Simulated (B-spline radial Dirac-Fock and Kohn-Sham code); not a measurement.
## Successive ionisation energies of lanthanum: Dirac-Fock against NIST

These are calculated numbers from a radial finite-basis atomic code; the model is Dirac-Fock energy differences between relaxed states, corrected for Breit and QED terms. Each value is the difference of the configuration-average energies of two neighbouring ions in their tabulated ground configurations. Electron correlation is not included. NIST's values refer to the lowest levels; many for high charge states are themselves semi-empirical or theoretical. Where a p, d or f shell is open in either ion the computed value averages over both j values and all terms, while the table refers to the lowest levels; that difference holds spin-orbit splitting (largest in heavy or highly charged ions), term energies where several electrons share open shells, and correlation, and it can reach 10 % or more.

```csv
ion,configuration,computed (eV),NIST (eV),kind,NIST − computed (eV)
La,[Xe] 5d1 6s2,4.91,5.5769,measured,+0.67
La⁺,[Xe] 5d2,9.82,11.18496,measured,+1.37
La²⁺,[Xe] 5d1,18.10,19.1773,measured,+1.07
La³⁺,[Kr] 4d10 5s2 5p6,49.91,49.95 ± 0.06,semi-empirical,+0.04
La⁴⁺,[Kr] 4d10 5s2 5p5,62.36,61.6 ± 0.6,semi-empirical,-0.76
La⁵⁺,[Kr] 4d10 5s2 5p4,75.33,74 ± 2,theoretical,-1.33
La⁶⁺,[Kr] 4d10 5s2 5p3,88.79,88 ± 2,theoretical,-0.79
La⁷⁺,[Kr] 4d10 5s2 5p2,102.7,105 ± 2.1,theoretical,+2.29
La⁸⁺,[Kr] 4d10 5s2 5p1,117.1,119 ± 2.2,theoretical,+1.93
La⁹⁺,[Kr] 4d10 5s2,149.7,151.4 ± 0.7,semi-empirical,+1.67
La¹⁰⁺,[Kr] 4d10 5s1,166.8,168.77 ± 0.12,semi-empirical,+1.94
La¹¹⁺,[Kr] 4d10,276.6,275 ± 2.5,theoretical,-1.60
La¹²⁺,[Kr] 4d9,305.7,303 ± 3,theoretical,-2.66
```

Question: Where in this range is the largest relative jump, and why?

Answer: From La²⁺ (18.10 eV) to La³⁺ (49.91 eV), a factor of 2.76. The configuration goes from [Xe] 5d1 to [Kr] 4d10 5s2 5p6, so the next electron comes out of a deeper subshell.
